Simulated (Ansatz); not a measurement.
Cost and result for the atomization energy of BrClH2Sn (`[Cl][SnH2][Br]`) (5 atoms, 4 bonds).

The species carries charge 0 and has multiplicity 1. Correlated methods include outer-core shells of Br, Sn, which these sets cover unevenly. Scalar relativity is left out up to krypton. Sn takes the def2 core potential. All single points use the PBE0-D4/def2-TZVP geometry. Program: Ansatz. All runs use 2 threads of a server CPU on a shared host. Times are those of one run each, without the atoms' runs, and a repeat can differ threefold. Electronic energies, without spin–orbit coupling; frozen cores. CCSD(T)/CBS adds CCSD(T) − MP2 in def2-TZVPP to the MP2 limit, and its time is that of the two runs behind it. T1 = 0.010. With those shells the extrapolation isn't a true limit. B3LYP takes the VWN-RPA correlation (the form of Gaussian; ORCA's B3LYP/G). HSE06 is the plane-wave form, built on full-range PBE exchange.

CCSD(T)/CBS is a level of theory with its own doubt, some kJ/mol a heavy atom from the limit and from the frozen cores, so smaller differences don't rank the functionals.

```tsv
level	functions	wall time
revPBE-D4/def2-TZVPP	168	3.9 s
BLYP-D4/def2-TZVPP	168	4.3 s
PBE-D4/def2-TZVPP (with forces)	168	4.4 s
CCSD(T)/def2-SVP	86	4.6 s
PBE0-D4/def2-TZVPP	168	6 s
HSE06-D4/def2-TZVPP	168	6.5 s
B3LYP-D4/def2-TZVPP (with forces)	168	9 s
PBE-QIDH/def2-TZVPP	168	11 s
ωB97X-V/def2-TZVPP	168	17 s
B97M-V/def2-TZVPP	168	19 s
MP2/def2-QZVPP	301	26 s
CCSD(T)/def2-TZVPP	168	49 s
CCSD(T)/CBS(def2)	–	75 s
```

Task: What atomization energy does each give, and how far from CCSD(T)/CBS? (Estimate.)

Result: Computed: 
| level | atomization (kJ/mol) | difference from CCSD(T)/CBS | per bond |
| --- | --- | --- | --- |
| revPBE-D4/def2-TZVPP | 1134.6 | -63.7 | -15.9 |
| BLYP-D4/def2-TZVPP | 1136.5 | -61.8 | -15.4 |
| PBE-D4/def2-TZVPP (with forces) | 1169.2 | -29.1 | -7.3 |
| CCSD(T)/def2-SVP | 1065.9 | -132.4 | -33.1 |
| PBE0-D4/def2-TZVPP | 1160.9 | -37.4 | -9.3 |
| HSE06-D4/def2-TZVPP | 1160.8 | -37.5 | -9.4 |
| B3LYP-D4/def2-TZVPP (with forces) | 1149.4 | -48.9 | -12.2 |
| PBE-QIDH/def2-TZVPP | 1161.2 | -37.1 | -9.3 |
| ωB97X-V/def2-TZVPP | 1188.2 | -10.1 | -2.5 |
| B97M-V/def2-TZVPP | 1210.8 | 12.5 | 3.1 |
| MP2/def2-QZVPP | 1177.1 | -21.2 | -5.3 |
| CCSD(T)/def2-TZVPP | 1144.0 | -54.3 | -13.6 |
| CCSD(T)/CBS(def2) | 1198.3 | 0.0 | 0.0 |

From r2SCAN to r2SCAN0 (25 % exact exchange), in def2-TZVPP and without D4, the atomization energy moves by −19.1 kJ/mol: exact exchange takes away binding that semilocal exchange gives to molecules. The D4 term adds +21.5 kJ/mol with B3LYP and +11.2 kJ/mol with PBE0; it sums over pairs of atoms, weighted by their polarisabilities, and B3LYP, whose exchange is more repulsive, gets the larger term. In def2-TZVPP, CCSD(T) changes the Hartree–Fock value by +304.9 kJ/mol (the triples alone add +23.0 kJ/mol) and MP2 by +305.6 kJ/mol; breaking electron pairs costs correlation energy, which Hartree–Fock lacks.

Spin–orbit coupling would lower the free Sn atoms strongly, and the atomization energy with them, by more than many differences here. For some Ge, Se and Sn compounds the MP2-based and the directly extrapolated limit differ by 10 to 25 kJ/mol.
